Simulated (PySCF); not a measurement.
## Argon: a sound run and one with changed settings

Sound run: Ar²⁺ [Ne] 3s2 3p4, Ar³⁺ [Ne] 3s2 3p3. All numbers are calculated (PySCF 2.14, the non-relativistic Hamiltonian (point nucleus), in 6-31G* (4s3p1d, 18 functions)). In the sound run the correlated levels freeze [Ne]. The sound run starts from symmetry-adapted Hartree-Fock orbitals and uses a fine grid where one is needed.

Changed run: scalar relativity by spin-free X2C-1e. This setting is unsound on purpose.

| species | method | sound run (hartree) | changed run (hartree) | converged |
| --- | --- | --- | --- | --- |
| Ar²⁺ | UHF | -525.26382 | -526.85586 | yes |
| Ar²⁺ | LDA | -524.27260 | -525.86316 | yes |
| Ar²⁺ | r2SCAN | -525.86777 | -527.45913 | yes |
| Ar²⁺ | MP2 | -525.35301 | -526.94496 | yes |
| Ar²⁺ | CCSD(T) | -525.37328 | -526.96513 | yes |
| Ar³⁺ | UHF | -523.81842 | -525.40902 | yes |
| Ar³⁺ | LDA | -522.77105 | -524.36028 | yes |
| Ar³⁺ | r2SCAN | -524.37375 | -525.96378 | yes |
| Ar³⁺ | MP2 | -523.89308 | -525.48361 | yes |
| Ar³⁺ | CCSD(T) | -523.91322 | -525.50362 | yes |

Ionisation energy of Ar²⁺:

```csv
method,sound run (eV),changed run (eV)
UHF,39.331,39.370
LDA,40.859,40.895
r2SCAN,40.654,40.691
MP2,39.727,39.765
SCS-MP2,39.747,39.786
CCSD,39.723,39.762
CCSD(T),39.730,39.770
```

Most of the change in total energy is the relativistic energy itself. On top of that the contraction fixes the core shape for the Hamiltonian it was made with, so the changed run is not a good calculation with the other Hamiltonian either.

For comparison, NIST gives 40.735 ± 0.012 eV between the lowest levels.
